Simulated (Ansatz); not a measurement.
Consider the ligand exchange at the Si–C bond: `COC([SiH3])=S` + `NB[SeH]` → `[SiH3]NB[SeH]` + `COC=S`.

Calculated with Ansatz (gas phase, PBE0-D4/def2-TZVP geometries, no zero-point term in ΔE). CBS: MP2 limit from def2 TZ/QZ plus the TZ coupled-cluster correction, frozen cores. Functionals use def2-TZVPP. B3LYP here is the variant with VWN-RPA as its local correlation; programs differ in this. For Se outer-core shells are correlated without core-valence functions, which leaves a few kJ/mol of doubt a bond. Scalar relativity is left out up to krypton. Each species was taken in one conformer, which may not be the lowest.

**Question.** Is it downhill or uphill in electronic energy at CCSD(T)/CBS, and by how much? (Best estimate.)

**Answer.** The calculation gave: Downhill: ΔE = -57.0 kJ/mol.

**Question.** What do these levels give: PBE-D4, r2SCAN-D4, B3LYP-D4, ωB97M-V, B2PLYP, PBE, SCS-MP2/def2-TZVPP, CCSD/def2-TZVPP, SCS-MP2/def2-QZVPP, HF/CBS(def2), MP2/CBS(def2), CCSD/CBS(def2)? (Estimate.)

**Answer.** Computed: PBE-D4 -44.4, r2SCAN-D4 -52.4, B3LYP-D4 -56.0, ωB97M-V -56.2, B2PLYP -60.7, PBE -47.2, SCS-MP2/def2-TZVPP -63.6, CCSD/def2-TZVPP -63.7, SCS-MP2/def2-QZVPP -62.4, HF/CBS(def2) -80.4, MP2/CBS(def2) -57.2, CCSD/CBS(def2) -61.1 kJ/mol.

Largest T1 diagnostic among the species: 0.017.

The D4 term adds +4.6 kJ/mol with B3LYP and +2.4 kJ/mol with PBE0; it sums over pairs of atoms, weighted by their polarisabilities, and B3LYP, whose exchange is more repulsive, gets the larger term. In def2-TZVPP, CCSD(T) changes the Hartree–Fock value by +20.2 kJ/mol (the triples alone add +4.1 kJ/mol) and MP2 by +20.0 kJ/mol. From PBE to PBE0 (25 % exact exchange), in def2-TZVPP and without D4, ΔE moves by −5.9 kJ/mol.
